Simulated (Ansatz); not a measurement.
Basis-set extrapolation for `CO[SiH](F)OC` (PBE0-D4/def2-TZVP geometry, frozen core, Ansatz). Multiplicity 1, RHF reference.

|  | def2-TZVPP | def2-QZVPP |
| --- | --- | --- |
| HF | -618.223333 | -618.249550 |
| MP2 correlation | -1.183825 | -1.278694 |
| CCSD(T) correlation | -1.263180 | not run |

Energies in hartree. Use E(X) = E(∞) + A·exp(−7.88·√X) for Hartree–Fock and E(X) = E(∞) + B·X^(−2.97) for correlation, with X = 3 and 4, and add CCSD(T) minus MP2 of the smaller set to the MP2 limit.

Q: What is the CCSD(T) energy at the basis-set limit?

A: HF limit: -618.249550 + (-0.026217) × 0.13774 = -618.25316. MP2 limit: -1.278694 + (-0.094869) × 0.74074 = -1.34897. Higher-order term: -1.263180 − (-1.183825) = -0.07936. Total: -619.68149 hartree, 5.31 eV below CCSD(T)/def2-TZVPP.
